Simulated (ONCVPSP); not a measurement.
Potentials for rhenium compared

Generated with ld1.x 7.5 (TM, RRKJ, ultrasoft, PAW), atompaw 4.2 or ONCVPSP 4.0.1. The cutoff is in Ry: for ld1.x and atompaw files where the sum of valence levels is converged to 10 mRy in a Bessel basis, for ONCV files where the hardest occupied wave has 1 mHa per electron of residual kinetic energy. The error is the largest all-electron minus pseudo excitation energy over each file’s own four to seven test configurations (ionisations up to +4, promotions, holes and added fractions of an electron), all of which were solved. The labels leave out finer settings (local radius, basis sizes, second energies), which also bear on the numbers. Spin-polarised tests are not counted. The rows are a selection from randomly drawn settings: files with unsolved tests, undetermined cutoffs or missed reference levels are left out.

A true bound ghost makes a file unfit for plane-wave use even where its test errors are small: the radial tests pick states by their node count and pass the ghost by.

```tsv
potential	cutoff (Ry)	largest error (meV)	bound ghosts
ONCV, PBE, scalar-relativistic, rc 1.80/2.00/1.95 (spd), local smoothed, core correction yes, reference 5s2 5p6 5d5 6s1 6p1, qcut 7.2/8.1/9.2, projectors 2/2/2	35	-6.3	none
ONCV, PBEsol, fully relativistic, rc 2.00/1.75/1.90/0.85 (spdf), local smoothed, core correction yes, reference 4f14 5s2 5p6 5d6 6s1, qcut 7.6/6.4/5.8/22.8, projectors 2/2/1/2	432	+12	s, p3/2, p1/2
ONCV, LDA (Perdew-Wang 92), scalar-relativistic, rc 2.55/2.65/1.65/2.60 (spdf), local smoothed, core correction yes, reference 5d5 6s2, qcut 2.7/2.6/5/4.1, projectors 2/2/2/2	41	-211	s, p
ONCV, LDA (Perdew-Wang 92), scalar-relativistic, rc 1.95/1.85/1.50 (spd), local d, core correction no, reference 5s2 5p6 5d5 6s1.75 6p0.25, qcut 5.6/7.4/6.3, projectors 2/2/0	35	-113	none
ONCV, PBE, scalar-relativistic, rc 1.40/2.00/2.45/0.70 (spdf), local smoothed, core correction yes, reference 4f14 5s2 5p6 5d5 6s1.75, qcut 7.4/6.1/5.7/26.4, projectors 2/3/2/2	559	-9.0	s, p, d
ONCV, PBE, scalar-relativistic, rc 1.65/2.05/2.35/0.70 (spdf), local smoothed, core correction no, reference 4f14 5s2 5p6 5d5 6s1.5 6p0.5, qcut 6.6/5.6/5.3/23.3, projectors 2/2/1/1	524	-12	s, p, d
```

**Question.** Fill in the row for Re: ONCV, LDA (Perdew-Zunger), scalar-relativistic, rc 1.35/1.45/1.65 (spd), local smoothed, core correction yes, reference 5s2 5p6 5d5 6s1.5, qcut 7/7.4/4.9, projectors 2/3/3.

**Answer.** cutoff 47 Ry, largest error -291 meV, bound ghosts: none.

**Question.** Fill in the row for Re: ONCV, PBEsol, scalar-relativistic, rc 2.40/1.95/2.55 (spd), local smoothed, core correction yes, reference 5p6 5d5 6s1 6p1, qcut 2.3/7.5/7.4, projectors 1/2/3.

**Answer.** cutoff 30 Ry, largest error -15 meV, bound ghosts: none.

**Question.** Fill in the row for Re: ONCV, BLYP, scalar-relativistic, rc 1.85/1.45/1.70 (spd), local smoothed, core correction no, reference 5s2 5p6 5d5 6s1, qcut 8.5/7.7/5.1, projectors 2/1/1.

**Answer.** cutoff 49 Ry, largest error +83 meV, bound ghosts: none.
